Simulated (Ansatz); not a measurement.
A structure relaxed at PBE0-D4/def2-TZVP, charge 0, multiplicity 1:

Cartesian coordinates in Å:
```
O -1.420 -0.784 1.310
Si 0.074 -0.094 1.415
N 0.599 0.814 0.018
C -0.394 1.397 -0.964
C 0.254 0.373 -1.364
S 0.590 -0.935 -2.389
H -1.521 -1.544 0.735
H 1.123 -1.125 1.640
H -0.008 0.856 2.546
H -1.154 2.152 -0.984
H 1.857 -1.108 -1.963
```

Q: Give its formula and SMILES.

A: C2H5NOSSi, `O[SiH2]N1C=C1S`.

Q: Summarise the bond lengths by kind.

A: 1 × O–Si 1.650 Å; 1 × H–O 0.958 Å; 1 × N–Si 1.747 Å; 2 × H–Si 1.479 to 1.488 Å; 2 × C–N 1.491 to 1.513 Å; 1 × C–C 1.276 Å; 1 × C–H 1.072 Å; 1 × C–S 1.695 Å; 1 × H–S 1.348 Å.

All numbers were calculated with Ansatz.
